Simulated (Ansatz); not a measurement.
Molecule: C2H6Cl2Si2 (charge 0, singlet). SMILES: C=C([SiH2]Cl)[SiH2]Cl
Structure (B3LYP-D3(BJ)/def2-TZVP (Ansatz, a first-principles code) minimum search):
```xyz
12

C      0.2340     1.8596     1.6740
C      0.1093     0.8688     0.7821
Si    -1.5898     0.3973     0.1894
Cl    -1.6110     0.4083    -1.8814
Si     1.6404     0.0055     0.1732
Cl     1.4060    -2.0379     0.4144
H      1.1958     2.1582     2.0835
H     -0.6192     2.4243     2.0416
H     -2.5741     1.3854     0.6777
H     -1.9597    -0.9649     0.6156
H      2.8044     0.4453     0.9703
H      1.8691     0.2450    -1.2636
```
Charge 0, spin multiplicity 1.

Quantity: vertical triplet-singlet gap (E(triplet) - E(singlet); each state is the SCF solution reached for its spin), in kcal/mol. Correlated levels leave the core frozen unless marked. Open shells are spin-unrestricted. No spin-orbit coupling. Non-relativistic. Basis-set limits of correlation are two-point, X^-3; Hartree-Fock from the larger set.

```csv
level,program,vertical triplet-singlet gap (kcal/mol)
HF/aug-cc-pV(D+d)Z,Ansatz,75.4
HF/aug-cc-pV(T+d)Z,Ansatz,74.7
HF/aug-cc-pV(Q+d)Z,Ansatz,74.5
SVWN5/def2-TZVPD,Ansatz,100.8
PBE/def2-TZVPD,Ansatz,95.7
r2SCAN/def2-TZVPD,Ansatz,90.2
B3LYP/def2-TZVPD,Ansatz,96.2
PBE0/def2-TZVPD,Ansatz,93.0
BHLYP/def2-TZVPD,Ansatz,91.8
CAM-B3LYP/def2-TZVPD,Ansatz,95.6
wB97M-V/def2-TZVPD,Ansatz,100.0
wB97X-V/def2-TZVPD,Ansatz,99.0
B2PLYP/def2-TZVPD,Ansatz,99.2
MP2/aug-cc-pV(D+d)Z,Ansatz,105.2
RI-MP2/aug-cc-pV(T+d)Z,Ansatz,105.2
RI-MP2/aug-cc-pV(Q+d)Z,Ansatz,105.5
"RI-MP2/CBS(aug-cc-pV(T+d)Z,aug-cc-pV(Q+d)Z)",Ansatz,105.9
SCS-MP2/aug-cc-pV(D+d)Z,Ansatz,105.1
CCSD/aug-cc-pV(D+d)Z,Ansatz,98.1
CCSD(T)/aug-cc-pV(D+d)Z,Ansatz,101.0
```
